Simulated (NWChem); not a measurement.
CH$_{8}$Si$_{2}$; SMILES C[SiH2][SiH3]

Computed with NWChem. The geometry was optimised at PBE0/def2-SVP.

Q: Predict the results for LC-BLYP (range parameter 0.33 per bohr)/def2-SVP. Quantities: highest occupied level (eV); orbital gap (eV); dipole (D).

A: The highest occupied level (eV) is -10.19 and the orbital gap (eV) is 12.63. The dipole (D) comes out as 0.86.
